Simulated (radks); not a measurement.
Results of a calculation; reference values are marked as such.
Valence configurations of Ho II (all share [Xe]). Level of theory: scalar-relativistic Kohn-Sham, r2SCAN, spin-polarised, spherical densities, finite nucleus; open shells are filled with parallel spins first (spin-orbit coupling, left out, can overturn this in heavy ions); meta-GGA in the generalised Kohn-Sham scheme; Fermi nuclear charge, rms radius 5.2022 fm (a radial shooting solver on a logarithmic mesh with Libxc functionals). Energies are relative to 4f11 6s1; eigenvalues in eV for spin up.

\begin{tabular}{lrrrrrr}
valence & E (eV) & moment (Bohr magnetons) & e(4f) & e(5d) & e(6p) & e(6s) \\ \hline
4f11 6s1 & 0.000 & 4 & -10.777 & - & - & -9.467 \\
4f10.5 6s1 6p0.5 & 1.825 & 5 & -15.750 & - & -6.738 & -10.793 \\
4f10 6s2 & 2.484 & 4 & -20.063 & - & - & -10.736 \\
4f10 5d1 6s1 & 2.579 & 6 & -17.516 & -8.669 & - & -10.405 \\
4f12 & 3.468 & 2 & -4.467 & - & - & - \\
4f11 6p1 & 3.575 & 4 & -12.130 & - & -6.430 & - \\
4f9 5d2 6s1 & 9.091 & 8 & -25.010 & -10.373 & - & -11.093 \\
4f9 5d3 & 9.821 & 8 & -22.508 & -8.821 & - & - \\
4f9 5d1 6s2 & 10.662 & 6 & -27.886 & -11.741 & - & -11.565 \\
4f8.5 5d2 6s1 6p0.5 & 16.462 & 9 & -31.026 & -12.493 & -7.370 & -12.298 \\
\end{tabular}

NIST lists [Xe] 4f11 6s1 as the ground configuration; this level of theory agrees among the configurations tried. The energies are those of spherical high-spin densities, not of single terms.
